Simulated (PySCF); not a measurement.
Compound: C8H12P (charge -1).
Structure used (GFN2-xTB), in Å, numbered top down from 1:
```xyz
21
C8H12P angstrom
C      2.6576    0.3544   -0.5624
C      1.9098   -0.7316    0.2162
C      0.5930   -0.2303    0.7363
C      0.4364    0.2598    2.0168
P     -1.1756    0.8304    2.3462
C     -1.6452    0.3969    0.7098
C     -3.0330    0.6057    0.1762
C     -0.5988   -0.1541   -0.0129
C     -0.7261   -0.6154   -1.4367
H      2.8163    1.2204    0.0774
H      3.6277   -0.0031   -0.9164
H      2.0700    0.6724   -1.4210
H      2.5323   -1.0517    1.0593
H      1.7633   -1.6002   -0.4370
H      1.2253    0.2898    2.7577
H     -3.0266    1.2420   -0.7150
H     -3.6534    1.0840    0.9331
H     -3.5042   -0.3451   -0.0973
H     -0.1469   -1.5255   -1.6070
H     -0.3643    0.1431   -2.1393
H     -1.7664   -0.8252   -1.6846
```

Definitions: NICS(0) = −σiso at the ring centroid; NICS(1) = −σiso and NICS(1)zz = −σzz at ±1 Å along the ring normal z. Level: GIAO PBE0/pcSseg-1 (PySCF, non-relativistic, gas phase) on the GFN2-xTB geometry, one conformer.

Ring bond lengths (Å), with Mayer bond orders in brackets: C3–C4 1.380 (1.51), C4–P5 1.741 (1.26), P5–C6 1.757 (1.25), C6–C8 1.386 (1.50), C8–C3 1.410 (1.33).

Question: What do the NICS probes read (ppm)?

Answer: 
| ring | type | NICS(0) | NICS(1), two faces | NICS(1)zz, two faces | rms pucker (Å) | centre to ring atoms, mean (Å) |
| --- | --- | --- | --- | --- | --- | --- |
| C3–C4–P5–C6–C8 | 5-membered ring with P; formal bonds all aromatic | -12.0 | -10.7 / -10.8 | -26.6 / -27.2 | 0.00 | 1.30 |

Question: What do they say, and how far can they be read as aromaticity?

Answer: 
- C3–C4–P5–C6–C8: mean NICS(1)zz -26.9 ppm, shielded.

Question: And the bond-length index? HOMA = 1 − mean of α(R − Ropt)² over the ring bonds, with Krygowski's 1993 parameters (CC: Ropt 1.388 Å, α 257.7 Å⁻²; CP: Ropt 1.698 Å, α 118.91 Å⁻²).

Answer: 
- C3–C4–P5–C6–C8: HOMA 0.85; the largest term is that of P5–C6, α(R − Ropt)² = 0.41.
